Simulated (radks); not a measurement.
Mo+, 41 electrons, occupied as [Kr] 4d2 5s0.5 5p2.5 (fractional occupations, a model configuration).

Method: Dirac Kohn-Sham, PBE, spin-unpolarised, spherical densities, finite nucleus; open shells fill j = l - 1/2 first; Fermi nuclear charge, rms radius 4.4091 fm; computed with a radial shooting solver on a logarithmic mesh with Libxc functionals.

Energy parts (eV):
| part | energy |
|---|---|
| total | -110156.131 |
| kinetic | 114225.993 |
| electron-nucleus | -265341.654 |
| Hartree | 44303.766 |
| exchange-correlation | -3344.236 |

Orbitals (lengths in bohr, moments of r in powers of bohr; <r^-3> diverges for s and p1/2; r(max) is where P^2 peaks):
orbital	occ.	eigenvalue (eV)	<r^-3>	r(max)
1s1/2	2	-19833.49	-	0.02287
2s1/2	2	-2819.399	-	0.1297
2p1/2	2	-2595.361	-	0.1009
2p3/2	4	-2488.816	2396	0.1048
3s1/2	2	-497.6990	-	0.3837
3p1/2	2	-412.4743	-	0.3710
3p3/2	4	-394.9217	400.1	0.3803
3d3/2	4	-244.3499	58.38	0.3209
3d5/2	6	-241.0249	55.66	0.3236
4s1/2	2	-84.5540	-	0.9847
4p1/2	2	-59.8829	-	1.045
4p3/2	4	-57.2510	60.20	1.069
4d3/2	2	-20.7374	5.325	1.286
4d5/2	0	-20.4415	5.058	1.296
5s1/2	0.5	-14.8495	-	2.552
5p1/2	2	-9.7966	-	2.990
5p3/2	0.5	-9.4962	6.888	3.054

The highest occupied level is 5p3/2 at -9.496 eV. The configuration is held as typed, so some empty levels lie below it. Summed over all electrons, <r^2> = 59.94 bohr^2, which gives a Langevin (diamagnetic) susceptibility term of -47.5 x 10^-6 cm^3/mol. The density falls to 0.001 e/bohr^3 at r = 4.95 bohr. The electron density at the nucleus is 9.087e+04 e/bohr^3.
